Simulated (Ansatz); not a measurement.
Program: Ansatz. Geometries: PBE0-D4/def2-TZVP. ΔE: electronic, gas phase. CCSD(T)/CBS adds triple-zeta CCSD(T) − MP2 to the extrapolated MP2 energy (def2 sets, frozen cores). DFT in def2-TZVPP. HSE06 is defined as in plane-wave codes. Each species was taken in one conformer, which may not be the lowest.

Consider the redistribution: `BOB(N)Cl` + `OB[SiH3]` → `BBO` + `NB(Cl)O[SiH3]`.

| level | ΔE (kcal/mol) | difference from CCSD(T)/CBS |
| --- | --- | --- |
| PBE0-D4 | 11.4 | 1.8 |
| ωB97M-V | 10.0 | 0.4 |
| PBE-QIDH | 10.2 | 0.6 |
| PBE | 13.1 | 3.5 |
| r2SCAN | 10.5 | 0.9 |
| PBE0 | 11.6 | 2.0 |
| HSE06 | 11.6 | 2.0 |
| BHLYP | 8.4 | -1.2 |
| LC-ωPBE | 10.2 | 0.6 |
| CCSD(T)/def2-SVP | 17.2 | 7.6 |
| CCSD(T)/CBS | 9.6 | 0 |

(1) What do rigid-rotor, harmonic-oscillator terms from PBE0-D4/def2-TZVP frequencies (298.15 K, 1 bar) make of the CCSD(T)/CBS value? (Estimate.)

Largest T1 diagnostic among the species: 0.014.

Results:

(1) The calculation gave: ΔZPE = -0.6 kcal/mol, ΔH = +9.1 kcal/mol, ΔS = -7 J/(mol·K), ΔG = +9.5 kcal/mol. Modes under 50 cm⁻¹ make the entropy rough.

Leaving LDA and LC-ωPBE aside and taking each functional with its dispersion term where it has one, the values, not all of them listed here, spread over 4.7 kcal/mol, from BHLYP-D4 to PBE-D4. LDA lies +1.5 kcal/mol from PBE without D4. At CCSD(T), def2-SVP lies +7.6 kcal/mol from the extrapolated value and def2-TZVPP +0.7 kcal/mol.
